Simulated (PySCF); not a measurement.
Coordinates in bohr (charge 0 multiplicity 1):
```
N     0.0000    0.0000   -1.1487
Sc    0.0000    0.0000    2.5739
Sc    3.6348    0.0000   -1.1082
Sc   -3.6348    0.0000   -1.1082
```

Level of theory: PBE0/[N def2-SVP, Sc def2-SVP], no relativity, density fitting, PySCF.

This geometry of Sc₃N is a stationary point at this level.

Q: What is the point group?

A: C2v.

Q: Is it a minimum?

A: No: it has 2 imaginary modes, at 196i cm⁻¹ (b2), 151i cm⁻¹ (b1).

Q: List the harmonic modes with their infrared intensities.

A: 
```
symmetry  ω (cm⁻¹)  IR (km/mol)
      b2      196i            –
      b1      151i            –
      a1       193          0.0
      a1       348          0.3
      a1       564          5.6
      b2       614         67.7
```

Q: What are the dipole moment and the gap between the highest occupied and lowest empty levels?

A: 0.70 D and 1.08 eV.

In C2v the vibrations span 2b2 + b1 + 3a1. Here b1 is antisymmetric to the molecular plane and b2 lies in it.

Stability towards spin polarisation was not tested. This need not be the most stable arrangement of these atoms. The small gap makes a closed-shell description doubtful.
